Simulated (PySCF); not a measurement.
C₃H₅O₂, SMILES CCO[C]=O, multiplicity 2.

The structure is a stationary point at PBE0-D3(BJ)/def2-SVP. The isomer is the one that the SMILES or the coordinates give; other isomers of the formula were not compared. The values are those of a single conformer.

Calculation: M06-2X/def2-TZVP run with PySCF.

The molecule is in vacuum.

- total energy = -267.70977 hartree
- α spin, highest occupied and lowest empty level = -8.02 and 1.27 eV
- β spin, highest occupied and lowest empty level = -10.88 and -1.35 eV
- dipole moment = 2.87 D
- quadrupole, principal values (traceless, Buckingham form, about the centre of nuclear charge) = -4.29, 1.28, 3.01 D·Å
- mean static polarisability = 42.4 bohr³ (6.29 Å³)
- polarisability, principal values = 36.4, 41.9, 49.0 bohr³
- ⟨S²⟩ = 0.754 (pure state 0.75)
